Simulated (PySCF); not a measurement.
**Ti²⁺: excitation energy**

Ti²⁺ [Ar] 3d2 (3F) → Ti²⁺ [Ar] 3d1 4p1 (high-spin determinant), as a difference of total energies. Computed with PySCF 2.14 in ANO-RCC-VTZP, with the spin-free X2C one-electron Hamiltonian (Gaussian nucleus). Correlated levels: valence: [Ar] frozen. The calculations carry no spin-orbit coupling.

| method | excitation energy (eV) |
| --- | --- |
| UHF | 9.282 |
| MP2 (valence) | 9.352 |
| SCS-MP2 (valence) | 9.306 |
| CCSD (valence) | 9.361 |

Problem. How much does correlation contribute at MP2 (valence)?

Solution. 9.352 − (9.282) = 0.070 eV, measured against UHF.

A first-order spin-orbit estimate (lowest level to lowest level, LS coupling) adds -0.013 eV.

The basis was made for the ground configuration and has no added diffuse functions, so the excitation energy can come out too high.

With two correlated electrons CCSD is exact in that space.

The determinant of the upper state mixes LS terms, which raises its energy above the lowest term, most at the Hartree-Fock and MP2 levels.
